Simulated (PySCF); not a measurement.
How the method moves the HOMO and LUMO of `FB(F)CC[SiH3]`

Compound: C2H7BF2Si.
SMILES with atom numbers: `[F:1][B:2]([F:3])[CH2:4][CH2:5][SiH3:6]` (hydrogens: H7, H8 on C4; H9, H10 on C5; H11, H12, H13 on Si6)

Cartesian coordinates in Å at the PBE0-D3(BJ)/def2-SVP level; atoms count from 1:
```
atom  x, y, z in Å
F1    -1.5558    1.7568   -0.4565
B2    -1.6292    0.8047    0.4575
F3    -2.3416    1.0823    1.5352
C4    -0.9642   -0.5937    0.2482
C5     0.2208   -0.6204   -0.7210
Si6    1.7656    0.2205   -0.0339
H7    -0.7061   -1.0221    1.2315
H8    -1.7858   -1.2375   -0.1262
H9    -0.0443   -0.1192   -1.6671
H10    0.4906   -1.6559   -0.9876
H11    2.8642    0.2384   -1.0468
H12    2.2428   -0.5012    1.1873
H13    1.4443    1.6285    0.3611
```

Basis pcSseg-1 throughout (PySCF), one geometry. Geometry: PBE0-D3(BJ)/def2-SVP, one conformer, isolated molecule.

**Question.** How do the orbital energies, the gap and the dipole change with the method?

**Answer.** 
| method | kind | HOMO (eV) | LUMO (eV) | gap (eV) | μ (D) | SCF cycles |
| --- | --- | --- | --- | --- | --- | --- |
| BLYP | GGA | -7.38 | -0.75 | 6.63 | 1.72 | 14 |
| OPBE | GGA | -7.48 | -0.65 | 6.83 | 1.72 | 14 |
| PBE | GGA | -7.50 | -0.88 | 6.62 | 1.74 | 14 |
| B97-D | GGA | -7.50 | -0.71 | 6.79 | 1.76 | 14 |
| LDA | LDA | -7.59 | -1.19 | 6.40 | 1.82 | 14 |
| KT2 | GGA | -7.60 | -0.95 | 6.65 | 1.76 | 14 |
| BP86 | GGA | -7.60 | -0.94 | 6.66 | 1.75 | 13 |
| KT3 | GGA | -7.63 | -0.82 | 6.80 | 1.72 | 14 |
| B97-2 | global hybrid | -8.58 | 0.11 | 8.69 | 1.84 | 12 |
| B3LYP | global hybrid | -8.60 | -0.14 | 8.47 | 1.82 | 12 |
| PBE0 | global hybrid | -8.82 | 0.11 | 8.93 | 1.85 | 12 |
| mPW1PW91 | global hybrid | -8.86 | 0.10 | 8.96 | 1.85 | 12 |
| BHandHLYP | global hybrid | -10.06 | 1.10 | 11.15 | 1.93 | 11 |
| CAM-B3LYP | range-separated hybrid | -10.19 | 1.21 | 11.40 | 1.84 | 12 |
| wB97X-D | range-separated hybrid | -10.71 | 1.98 | 12.68 | 1.86 | 13 |
| LC-wPBE | range-separated hybrid | -11.56 | 2.47 | 14.03 | 1.83 | 12 |
| HF | Hartree–Fock | -11.98 | 3.50 | 15.48 | 2.03 | 9 |

The HOMO spans 4.60 eV, from BLYP down to HF, and the gap runs from 6.40 eV (LDA) to 15.48 eV (HF). Over the methods BLYP (0 %), OPBE (0 %), PBE (0 %), B97-D (0 %), LDA (0 %), KT2 (0 %), BP86 (0 %), KT3 (0 %), B97-2 (21 %), B3LYP (20 %), PBE0 (25 %), mPW1PW91 (25 %), BHandHLYP (50 %), HF (100 %), a straight line through the gap against the share of exact exchange rises by 0.88 eV for each 10 % (correlation coefficient 0.999). The dipole ranges from 1.72 D (OPBE) to 2.03 D (HF). This basis has no diffuse functions.
